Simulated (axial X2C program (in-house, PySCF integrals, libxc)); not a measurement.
**Estimating the spin–orbit splitting of the π levels of BI**

All values were computed with an in-house all-electron X2C program for linear molecules (integrals from PySCF). Spin-free means the one-electron spin-free X2C Hamiltonian; two-component (2c) means X2C with spin–orbit coupling and atomic mean-field two-electron Coulomb and Gaunt terms, so the difference of the two also holds small scalar two-electron terms. Basis: I dyall-cv3z [11s12p8d4f1g], B dyall-v3z [7s6p2d1f] (cores contracted in-house); Gaussian nuclei, density fitting, unrestricted open shells. Masses: I 126.904 u, B 11.009 u.

Hartree–Fock at 2.141 Å, closed shell. Valence p splittings ε(p3/2) − ε(p1/2) of spherical Dirac–Hartree–Fock atoms with fractionally filled p shells: I 5p 1.126 eV.

| filled π level (eV), spin-free | I p share | B p share |
| --- | --- | --- |
| -11.08 | 0.87 | 0.09 |

Question: In first order a p shell splits by 3ζ/2 and a π orbital by ζ. Estimate the splitting of each π level from the shares.

Answer: level -11.08 eV: (2/3) × (0.87 × 1.126) = 0.65 eV.

The two-component Hartree–Fock calculation gives:

```json
{"ε(ω = 1/2) (eV)": "-11.499", "σ share of it": "0.04", "ε(ω = 3/2) (eV)": "-10.719", "splitting (eV)": "0.78", "estimate (eV)": "0.65"}
```

The estimate leaves out the mixing of π1/2 with σ1/2 levels, which pushes the ω = 1/2 spinor up or down, the d and f parts of the orbital, small shares of the strongly split outer-core p shell of a metal, the Gaunt term (absent from the atomic values), and the change of the atomic p orbitals with charge; Löwdin shares depend on the basis.
